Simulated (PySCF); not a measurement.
**Ni: ionisation energy**

Ni [Ar] 3d8 4s2 (3F) → Ni⁺ [Ar] 3d9 (2D), as a difference of total energies. All numbers are calculated (PySCF 2.14, the non-relativistic Hamiltonian (point nucleus), in def2-SVP). Correlated levels: valence: [Ar] frozen. The calculations carry no spin-orbit coupling.

**Question.** Order these methods by the ionisation energy they give, lowest first.
A. SCS-MP2 (valence)
B. PBE
C. UHF
D. MN15

**Answer.** D (6.450 eV), A (7.066 eV), B (7.657 eV), C (8.102 eV).

These non-relativistic numbers lack the scalar-relativistic shift.

The reference lies between the lowest fine-structure levels, while these numbers refer to the centres of the terms.

Errors of the correlated levels include the incompleteness of this basis and the frozen core.

MP2 underrates the near-degeneracy of ns² with np² in the lower species.

For comparison: 7.640 eV (measured; NIST Atomic Spectra Database, ionization energies).
